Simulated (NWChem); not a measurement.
Molecule: borazine (B3N3H6); SMILES B1NBNBN1

```xyz
12

B     -1.4182    -0.2814     0.0000
N     -0.4531    -1.3328     0.0000
B      0.9528    -1.0875     0.0000
N      1.3808     0.2740     0.0000
B      0.4654     1.3689     0.0000
N     -0.9277     1.0588     0.0000
H     -2.6049    -0.5172     0.0000
H     -0.7784    -2.2904     0.0000
H      1.7503    -1.9973     0.0000
H      2.3728     0.4711     0.0000
H      0.8545     2.5145     0.0000
H     -1.5944     1.8193     0.0000
```
Atoms are numbered in this order, from 1.

All runs: NWChem. Geometry: optimised at PBE0/def2-SVP. B3LYP is NWChem's, with the RPA form of VWN correlation. Vertical excitations in the gas phase; the lowest state need not have the same character in each row.

For level B3LYP/def2-SVPD, TDA:

| Item | Value |
|---|---|
| lowest excitation, singlet (eV) | 6.71 |
| orbital gap (eV) | 8.00 |

Q: What are these values for level PBE/def2-SVPD, TDA?

A: 
- lowest excitation, singlet (eV): 6.34
- orbital gap (eV): 6.25
